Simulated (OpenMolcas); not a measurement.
# Multiconfigurational calculation on Yb⁴⁺

Input:

```
&GATEWAY
Coord
1

Yb 0.0 0.0 0.0
Basis=ANO-RCC-VQZP
Group=XYZ
NoMove
AngMom=0.0 0.0 0.0
AMFI
&SEWARD
Relativistic=R03O02
* reference wave functions (RASSCF and RASSI steps not shown): 12 electrons in 7 orbitals (4f)
>>> COPY JOB001 $Project.JobIph
&CASPT2
Multistate=21 1 2 3 4 5 6 7 8 9 10 11 12 13 14 15 16 17 18 19 20 21
Frozen=14 9
IPEA=0.2
Sig1=0.5
MaxIter=60
WThr=0.0 0.3 0.05
PrWF=0.5
NoMix
>>> COPY JOB002 $Project.JobIph
&CASPT2
Multistate=27 1 2 3 4 5 6 7 8 9 10 11 12 13 14 15 16 17 18 19 20 21 22
23 24 25 26 27
Frozen=14 9
IPEA=0.2
Sig1=0.5
MaxIter=60
WThr=0.0 0.3 0.05
PrWF=0.5
NoMix
```

Launched by
```bash
OMP_NUM_THREADS=1 MOLCAS_MEM=2252 MOLCAS_PROJECT=a pymolcas a.inp > a.log  # once for each step of the input, in one work folder
```

Output, cut to the results:

```
--- CASPT2 ---
Orbital specifications:
      -----------------------

      Symmetry species                           1   2
                                                ag  au
      Frozen orbitals                           14   9
      Inactive orbitals                          1   3
      Active orbitals                            0   7
      Secondary orbitals                        51  55
      Deleted orbitals                           0   0
      Number of basis functions                 66  74
Type of calculation                        MS-CASPT2
      Fock operator                              state-specific
      IPEA shift                                 0.20
      Real shift                                 0.00
      Imaginary shift                            0.00
      Sigma^1 regularizer                        0.50
      The input orbitals will be transformed to quasi-canonical
Reference energy:      -14053.8840158612
      E2 (Non-variational):      -0.8963611909
      Shift correction:          -0.0001119811
      E2 (Variational):          -0.8964731720
      Total energy:          -14054.7804890332
      Residual norm:              0.0000000756
      Reference weight:           0.90785
      Contributions to the CASPT2 correlation energy
      Active & Virtual Only:         -0.4107397688
      One Inactive Excited:          -0.3034905031
      Two Inactive Excited:          -0.1821309190
Reference energy:      -14053.8840158612
      E2 (Non-variational):      -0.8962738754
      Shift correction:          -0.0001111507
      E2 (Variational):          -0.8963850262
      Total energy:          -14054.7804008874
      Residual norm:              0.0000000894
      Reference weight:           0.90788
      Contributions to the CASPT2 correlation energy
      Active & Virtual Only:         -0.4106986838
      One Inactive Excited:          -0.3034389367
      Two Inactive Excited:          -0.1821362549
::    CASPT2 Root  1     Total energy: -14054.78048903
::    CASPT2 Root  2     Total energy: -14054.78040089
::    CASPT2 Root  3     Total energy: -14054.78038614
::    CASPT2 Root  4     Total energy: -14054.78032864
::    CASPT2 Root  5     Total energy: -14054.78033711
::    CASPT2 Root  6     Total energy: -14054.78035160
::    CASPT2 Root  7     Total energy: -14054.78033826
::    CASPT2 Root  8     Total energy: -14054.78044272
::    CASPT2 Root  9     Total energy: -14054.78044954
::    CASPT2 Root 10     Total energy: -14054.78058984
::    CASPT2 Root 11     Total energy: -14054.78056413
::    CASPT2 Root 12     Total energy: -14054.74775958
::    CASPT2 Root 13     Total energy: -14054.74778513
::    CASPT2 Root 14     Total energy: -14054.74779048
::    CASPT2 Root 15     Total energy: -14054.74774664
::    CASPT2 Root 16     Total energy: -14054.74773600
::    CASPT2 Root 17     Total energy: -14054.74774998
::    CASPT2 Root 18     Total energy: -14054.74771977
::    CASPT2 Root 19     Total energy: -14054.61918144
::    CASPT2 Root 20     Total energy: -14054.61918149
::    CASPT2 Root 21     Total energy: -14054.61918146
::    MS-CASPT2 Root  1     Total energy: -14054.78073009
::    MS-CASPT2 Root  2     Total energy: -14054.78068891
::    MS-CASPT2 Root  3     Total energy: -14054.78062022
::    MS-CASPT2 Root  4     Total energy: -14054.78058568
::    MS-CASPT2 Root  5     Total energy: -14054.78056800
::    MS-CASPT2 Root  6     Total energy: -14054.78042177
::    MS-CASPT2 Root  7     Total energy: -14054.78033667
::    MS-CASPT2 Root  8     Total energy: -14054.78029492
::    MS-CASPT2 Root  9     Total energy: -14054.78023476
--- CASPT2 ---
Orbital specifications:
      -----------------------

      Symmetry species                           1   2
                                                ag  au
      Frozen orbitals                           14   9
      Inactive orbitals                          1   3
      Active orbitals                            0   7
      Secondary orbitals                        51  55
      Deleted orbitals                           0   0
      Number of basis functions                 66  74
Type of calculation                        MS-CASPT2
      Fock operator                              state-specific
      IPEA shift                                 0.20
      Real shift                                 0.00
      Imaginary shift                            0.00
      Sigma^1 regularizer                        0.50
      The input orbitals will be transformed to quasi-canonical
Reference energy:      -14053.8391289944
      E2 (Non-variational):      -0.8969603704
      Shift correction:          -0.0001505889
      E2 (Variational):          -0.8971109594
      Total energy:          -14054.7362399537
      Residual norm:              0.0000001216
      Reference weight:           0.90808
      Contributions to the CASPT2 correlation energy
      Active & Virtual Only:         -0.4117751545
      One Inactive Excited:          -0.3030774305
      Two Inactive Excited:          -0.1821077854
Reference energy:      -14053.8391289944
      E2 (Non-variational):      -0.8973939825
      Shift correction:          -0.0001584439
      E2 (Variational):          -0.8975524264
      Total energy:          -14054.7366814208
      Residual norm:              0.0000001149
      Reference weight:           0.90795
      Contributions to the CASPT2 correlation energy
      Active & Virtual Only:         -0.4120432391
      One Inactive Excited:          -0.3032400377
      Two Inactive Excited:          -0.1821107058
::    CASPT2 Root  1     Total energy: -14054.73623995
::    CASPT2 Root  2     Total energy: -14054.73668142
::    CASPT2 Root  3     Total energy: -14054.73683417
::    CASPT2 Root  4     Total energy: -14054.73655769
::    CASPT2 Root  5     Total energy: -14054.73632316
::    CASPT2 Root  6     Total energy: -14054.73591749
::    CASPT2 Root  7     Total energy: -14054.73572953
...
```

Levels above the lowest, from the spin-orbit matrix with the single-state CASPT2 energies, averaged by term, on its diagonal:

```tsv
Configuration	Term	J	E (cm-1)	Measured (cm-1)	g	Term weight %	Second
4f12	3H	6	0.0	0.0	1.166	99	
4f12	3F	4	6420	6112	1.138	61	31 1G
4f12	3H	5	9730	9580	1.033	100	
4f12	3H	4	14780	14405	0.956	58	29 3F
4f12	3F	3	16900	16372	1.084	100	
4f12	3F	2	17820	16877	0.743	79	19 1D
4f12	1G	4	24830	24193	0.956	56	34 3H
4f12	1D	2	34180		1.114	48	34 3P
4f12	1I	6	42550	39038	1.001	99	
4f12	3P	1	45120		1.501	100	
4f12	3P	0	46690			100	
4f12	3P	2	46750	43120	1.311	64	33 1D
```

Against the 8 measured excited levels shown (the list in Tchang-Brillet, Wyart, Meftah and Ait Mammar, Atoms 6, 52 (2018)) the mean absolute deviation is 1300 cm-1; the largest miss in energy is 4f12 3P2 [64 %]: computed 46750, measured 43120 cm-1 (+8.4 %).

Term energies are means over components that CASPT2 splits; among the terms shown or strongly mixed into the levels shown the widest spread is 1200 cm-1 (4f12 1I). Some high roots are left out of the spin-orbit mixing, which shifts the levels that they would mix with. Measured partners are found by configuration, term and J. A level has none where our copy of the source lacks it or the pairing is in doubt (some pairs that miss far off the trend of their configuration count as doubtful), and it then counts in no deviation. Levels of configurations outside the active space are missing. The first state left out of the spin-orbit step lies near 90000 cm-1 above the lowest spin-free state of the reference (among the parities and spins computed), and the list stops at four fifths of that energy or lower.

The term weight is that of the spin-free term in the level, not the purity of its configuration. A share in square brackets marks a mixed level and gives the weight of the term that names it.
